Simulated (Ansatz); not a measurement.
Reaction (formal exchange of groups at a C–I bond): `FCCI` + `FCC(F)F` → `FCCC(F)(F)CF` + HI

Computed with Ansatz on PBE0-D4/def2-TZVP structures; ΔE is electronic, products minus reactants. CBS: MP2 limit from def2 TZ/QZ plus the TZ coupled-cluster correction, frozen cores. DFT in def2-TZVPP. Elements past krypton have def2 core potentials. For I outer-core shells are correlated without core-valence functions, which leaves a few kJ/mol of doubt a bond. Each species was taken in one conformer, which may not be the lowest.

```
             level  ΔE (kcal/mol)  difference from CCSD(T)/CBS
       LDA (SPW92)           -8.9                         -4.5
         revPBE-D4           -4.1                          0.3
           BLYP-D4           -3.6                          0.8
         r2SCAN-D4           -6.2                         -1.8
           PBE0-D4           -5.3                         -0.9
           ωB97X-V           -6.8                         -2.4
            revPBE           -1.7                          2.7
              BLYP           -2.3                          2.1
            r2SCAN           -5.9                         -1.5
           LC-ωPBE           -6.7                         -2.3
     HF/def2-TZVPP           -4.8                         -0.4
    MP2/def2-TZVPP           -4.1                          0.3
   CCSD/def2-TZVPP           -6.0                         -1.6
SCS-MP2/def2-QZVPP           -3.1                          1.3
     MP2/CBS(def2)           -2.7                          1.7
    CCSD/CBS(def2)           -4.6                         -0.2
       CCSD(T)/CBS           -4.4                            0
```

Q: What do rigid-rotor, harmonic-oscillator terms from PBE0-D4/def2-TZVP frequencies (298.15 K, 1 bar) make of the CCSD(T)/CBS value? (Best estimate.)

A: Ansatz gave: ΔZPE = -2.7 kcal/mol, ΔH = -6.5 kcal/mol, ΔS = -31 J/(mol·K), ΔG = -4.3 kcal/mol.

Largest T1 diagnostic among the species: 0.011.

At CCSD(T), def2-SVP lies −7.7 kcal/mol from the extrapolated value and def2-TZVPP −1.4 kcal/mol. Leaving LDA and LC-ωPBE aside and taking each functional with its dispersion term where it has one, the values, not all of them listed here, spread over 3.6 kcal/mol, from B97M-V to BLYP-D4. LDA lies −5.2 kcal/mol from PBE without D4. The D4 term adds −0.9 kcal/mol with B3LYP and −0.6 kcal/mol with PBE0; it sums over pairs of atoms, weighted by their polarisabilities, and B3LYP, whose exchange is more repulsive, gets the larger term.

B3LYP here is the variant with VWN-RPA as its local correlation; programs differ in this.
